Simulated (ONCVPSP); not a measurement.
C (Z = 6), ONCV: configuration errors across variants

ONCVPSP 4.0.1 input, shortened (lines: element, Z, core and valence counts, functional; n l f; lmax; l rc ep ncon nbas qcut; lloc lpopt rc5 dvloc0; l nproj debl; icmod fcfact rcfact), PW91, scalar-relativistic:

```
  C 6.00    1    2  -109134      upf
    1    0    2.00
    2    0    2.00
    2    1    2.00
    2
    0    1.00    0.00    4    7    5.90
    1    2.90    0.00    4    8    5.20
    2    2.65    0.09    5    9    3.80
    0    5    1.00    0.00
    0    0    2.80
    1    1    2.30
    2    2    1.30
    3    5.25    1.15
```

All-electron excitation energies from the reference (eV): (1) 2s2 2p1 10.928; (2) 2s2 2p0 35.160; (3) 2s1 2p0 83.417; (4) 2s1 2p2 19.666.

Errors AE − PS in meV (a dash: test not solved or not reliable):

```tsv
change	(1)	(2)	(3)	(4)	bound ghosts	GHOST(+) flags above zero
base	+123	+1023	+1995	-128	none	none
core correction Teter function, fcfact 5.25, rcfact 1	+122	+1020	+1986	-128	none	none
core correction Teter function, fcfact 5.25, rcfact 1.16	+123	+1023	+1995	-128	none	none
core correction Teter function, fcfact 5.25, rcfact 1.28	+122	+1020	+1992	-129	none	none
core correction Teter function, fcfact 5.25, rcfact 1.48	+124	+1031	+1986	-131	none	none
core correction Teter function, fcfact 5.25, rcfact 1.82	+124	+1020	+1869	-136	none	none
core correction Teter function, fcfact 5.25, rcfact 2.02	+122	+996	+1717	-141	none	none
```

Question: Give the same row for: core correction Teter function, fcfact 5.25, rcfact 1.64.

Answer: +124, +1031, +1951, -133; bound ghosts: none; GHOST(+) flags above zero: none.
